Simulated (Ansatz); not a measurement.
In(IMe)Cl3 (C5H8Cl3InN2), relaxed as a singlet with RKS PBE-D4/def2-SVP in Ansatz, starting from the GFN2-xTB geometry. Force threshold 0.03 eV/Å.

In the def2 sets In takes a core potential; there is no spin–orbit coupling.

Start:

```xyz
19

In   -0.967    0.277    2.216
C    -0.093    0.109    0.094
N    -0.699   -0.365   -0.999
C    -2.089   -0.727   -1.065
C     0.202   -0.468   -2.017
C     1.399   -0.051   -1.527
N     1.192    0.294   -0.224
C     2.194    0.769    0.691
H    -2.717    0.164   -1.005
H    -2.286   -1.250   -1.999
H    -2.338   -1.375   -0.222
H    -0.061   -0.827   -2.991
H     2.357    0.017   -2.000
H     2.114    0.220    1.632
H     3.182    0.618    0.261
H     2.044    1.830    0.903
Cl   -0.240   -1.818    2.921
Cl   -3.270    0.513    2.077
Cl    0.073    2.072    3.253
```

| step | energy (eV) | largest force component (eV/Å) | SCF passes |
| --- | --- | --- | --- |
| 1 | -50998.6750 | 2.059 | 20 |
| 2 | -50998.9036 | 0.604 | 20 |
| 3 | -50998.9290 | 0.119 | 20 |
| 4 | -50998.9432 | 0.264 | 21 |
| 5 | -50998.9539 | 0.253 | 21 |
| 6 | -50998.9686 | 0.306 | 20 |
| 7 | -50998.9811 | 0.198 | 20 |
| 8 | -50998.9927 | 0.250 | 20 |
| 9 | -50998.9982 | 0.064 | 20 |
| 10 | -50999.0006 | 0.036 | 20 |
| 11 | -50999.0016 | 0.034 | 20 |
| 12 | -50999.0021 | 0.040 | 21 |
| 13 | -50999.0024 | 0.028 | 22 |

Force components are those of the run's own axes.

End:

```
atom    x (Å)    y (Å)    z (Å)
 In1  -0.9192   0.3028   2.2147
  C2  -0.1186   0.0294   0.1290
  N3  -0.7313  -0.3388  -1.0267
  C4  -2.1645  -0.6005  -1.1568
  C5   0.1901  -0.4213  -2.0579
  C6   1.4123  -0.0940  -1.5212
  N7   1.1955   0.1789  -0.1825
  C8   2.2177   0.5584   0.7939
  H9  -2.7448   0.3044  -0.8967
 H10  -2.3781  -0.8992  -2.1985
 H11  -2.4719  -1.4041  -0.4620
 H12  -0.0926  -0.6971  -3.0783
 H13   2.4028  -0.0346  -1.9819
 H14   2.3223  -0.2430   1.5525
 H15   3.1756   0.7214   0.2691
 H16   1.9016   1.4890   1.3071
Cl17   0.3577  -1.3128   3.4458
Cl18  -3.2754  -0.0943   2.1192
Cl19  -0.2794   2.5556   2.7312
```

By distances, no bond broke or formed. The bond that changes most is In1–Cl19, from 2.32 to 2.40 Å (atoms count from 1).

No frequencies were taken in this run, so the end may be a saddle point.

Hardware: 4 threads of Arm Neoverse V2 on a shared host. Wall time 45 s.
